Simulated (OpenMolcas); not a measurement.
Re3+ among 6 point charges of -1.7 e arranged as a trigonal prism (D3h), 2.16 Å from the ion, with a polar angle of 55.5° against the regular 49.1°.

```json
{
  "Program": "OpenMolcas 26.06",
  "Method": "CASSCF",
  "Basis": "ANO-RCC-VDZP [7s6p4d2f1g]",
  "Scalar Hamiltonian": "DKH2, point nucleus",
  "Active space": "4 electrons in 5 orbitals (5d)",
  "State averaging": "2S+1 = 5 even, 5 roots; 2S+1 = 3 even, 45 roots; 2S+1 = 1 even, 50 roots",
  "Spin-orbit coupling": "RASSI with atomic mean-field integrals over the reference wave functions"
}
```

What is the spin-free ground state (labels of D3, the rotations of D3h)?

5E, 2-fold in its orbital part, 100 % from free-ion D terms; it has the highest spin that d4 allows.

Where is the first state of the same spin?

5E at 4200 cm-1 above the ground state.

What are the lowest two levels with spin-orbit coupling?

A 1-fold level A1, then a 2-fold level E 2463 cm-1 above it. Their leading multiplicities are 5 (71 %) and 5 (87 %).

What is χT at 300 K?

0.13 cm3 K/mol.

Spin-orbit coupling mixes the spin-free states strongly: the lowest level takes only 48 % from its leading state, 5E. Without dynamic correlation the repulsion within the d shell is too large (B by tens of per cent), so at a given field states of lower spin stand too high. This shell can be high or low spin here, a state of another spin lies low, and with metal d orbitals alone active their balance is uncertain, so the ground spin may be wrong. Point charges give a weaker field than real ligands, and real ions of this kind are as a rule low spin; the high spin found here belongs to the model. Point charges carry no covalency, so the field is a model and not that of real ligands. No measured value stands beside these numbers.
